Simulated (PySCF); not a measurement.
Compound: C₂H₇BO₂S.
Bonds: C1–O2, O2–B3, B3–O4, B3–S5, S5–C6. Hydrogens: H7, H8, H9 on C1; H10 on O4; H11, H12, H13 on C6.

Computed by this run: PBE0-D3(BJ)/def2-SVP geometry optimisation, gas phase in PySCF; density fitting, grid level 1; the optimiser is geomeTRIC in internal coordinates, started from a GFN2-xTB structure with every atom displaced at random (about 0.01 Å).

Step 0: E = -17776.9950 eV
```
atom  x, y, z in Å  |  force x, y, z in eV/Å
C1     -1.7520    0.7881    0.0553    0.060   1.489  -0.446
O2     -0.4515    0.3337   -0.0054    0.318   0.025   0.064
B3     -0.1413   -0.9668   -0.2242    2.063   1.119   0.257
O4     -0.9565   -1.9812   -0.4022   -3.024  -1.211  -0.235
S5      1.6430   -1.3634   -0.2690    0.177   0.226   0.033
C6      2.3726    0.2942    0.0524   -0.549  -0.534  -0.226
H7     -2.2939    0.6032   -0.8832   -0.208  -0.007  -0.142
H8     -2.3010    0.3675    0.8808   -0.552  -0.459   0.738
H9     -1.7191    1.8977    0.2179   -0.137  -0.652  -0.153
H10    -1.9275   -1.7779   -0.3677    1.455  -0.263  -0.055
H11     2.0985    0.6130    1.0626    0.032   0.162   0.067
H12     3.4563    0.1730   -0.0243    0.131   0.100  -0.073
H13     1.9793    1.0040   -0.6928    0.234   0.005   0.171
```

Step 1: E = -17777.0962 eV
```
atom  x, y, z in Å  |  force x, y, z in eV/Å
C1     -1.7976    0.7586    0.0682    0.010  -0.052   0.213
O2     -0.4608    0.3465    0.0035    0.070   0.162  -0.009
B3     -0.0941   -0.9543   -0.1851   -0.555  -0.485  -0.071
O4     -1.0216   -1.9602   -0.3813    0.820   0.576   0.073
S5      1.6639   -1.3799   -0.1906    0.060   0.007  -0.024
C6      2.4036    0.2655    0.0421    0.003  -0.090   0.041
H7     -2.3583    0.5242   -0.8546   -0.007  -0.016  -0.054
H8     -2.3291    0.3087    0.9315    0.066   0.015  -0.122
H9     -1.8224    1.8495    0.2013    0.024  -0.001  -0.035
H10    -1.8753   -1.5450   -0.5020   -0.479  -0.159  -0.007
H11     2.1456    0.6706    1.0290    0.015   0.026   0.003
H12     3.4935    0.1409   -0.0275   -0.052   0.009  -0.006
H13     2.0593    0.9600   -0.7344    0.026   0.007  -0.003
```

Q: Estimate the geometry and energy of step 2. (The exact step hangs on the optimiser's Hessian estimate; all steps are aligned on step 1, rigid shifts and turns removed.)

A: E = -17777.1229 eV, largest force 0.663 eV/Å
```
atom  x, y, z in Å  |  force x, y, z in eV/Å
C1     -1.7786    0.7904    0.0642   -0.084  -0.009  -0.016
O2     -0.4514    0.3568   -0.0114   -0.121  -0.155  -0.046
B3     -0.1162   -0.9523   -0.2088    0.002  -0.307   0.011
O4     -0.9894   -1.9979   -0.3829    0.030   0.662   0.016
S5      1.6472   -1.3648   -0.2361    0.128  -0.011  -0.007
C6      2.3857    0.2708    0.0499   -0.005  -0.067  -0.001
H7     -2.3431    0.5703   -0.8617    0.000   0.001   0.016
H8     -2.3131    0.3396    0.9204   -0.002   0.004  -0.016
H9     -1.7826    1.8809    0.2007    0.000   0.003   0.006
H10    -1.9027   -1.6955   -0.4519    0.037  -0.141   0.041
H11     2.1330    0.6485    1.0492   -0.001   0.005  -0.001
H12     3.4736    0.1474   -0.0270    0.010   0.005  -0.001
H13     2.0445    0.9909   -0.7044    0.008   0.009  -0.003
```

The energy changes by -0.0267 eV. The first-order estimate −F·Δx gives -0.0577 eV and the mean of the old and new forces, exact on a quadratic surface, -0.0245 eV. The step makes an angle of 79° with the force vector and moves no atom by more than 0.161 Å.

What follows is the cost of the whole optimisation. On one thread of an Arm Neoverse V1, shared host with 32 logical CPUs at a one-minute load of 27, this took 36 s and 0.51 GiB of memory at its peak.
